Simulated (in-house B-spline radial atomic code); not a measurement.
**Zn⁵⁺: [Ar] 3d6 6s1 (an excited or competing configuration)**

Computed with a radial B-spline atomic code at the basis-set limit: Dirac-Hartree-Fock, average of configuration, Fermi nucleus of rms radius 3.9283 fm.

Effective charges: Z_r = [3n² - l(l+1)]/(2<r>) from the radius, Z_e = n√(-2ε) from the energy, and Slater's rules. Values are occupation-weighted means over j.

| shell | electrons | ε (eV) | <r> (bohr) | Z_r | Z_e | Slater |
| --- | --- | --- | --- | --- | --- | --- |
| 1s | 2 | -9856.2 | 0.05029 | 29.83 | 26.91 | 29.70 |
| 2s | 2 | -1357.9 | 0.2249 | 26.68 | 19.98 | 25.85 |
| 2p | 6 | -1189 | 0.1979 | 25.27 | 18.70 | 25.85 |
| 3s | 2 | -271.24 | 0.6566 | 20.56 | 13.39 | 18.75 |
| 3p | 6 | -216.81 | 0.6754 | 18.51 | 11.98 | 18.75 |
| 3d | 6 | -134.66 | 0.7002 | 14.99 | 9.44 | 10.25 |
| 6s | 1 | -22.904 | 5.378 | 10.04 | 7.78 | 6.00 |

The least bound orbital is 6s1/2 at -22.9 eV, and it is also the most diffuse (<r> = 5.378 bohr).

Spin-orbit splittings of the orbital energies (j = l + 1/2 above j = l - 1/2 when positive): 2p 24.15 eV, 3p 3.565 eV, 3d 0.4982 eV.

For the 1s electron the small component carries 1.17 % of the norm, the zero-frequency Breit interaction raises the level by 13.21 eV, self-energy by 6.727 eV, and vacuum polarisation lowers it by 0.6236 eV.

The density falls to 0.001 bohr⁻³ at 3.001 bohr; Σ<r²> = 40.422 bohr² gives, by the non-relativistic formula and without the paramagnetism of open shells, a Langevin diamagnetic susceptibility of -32.01×10⁻⁶ cm³/mol.
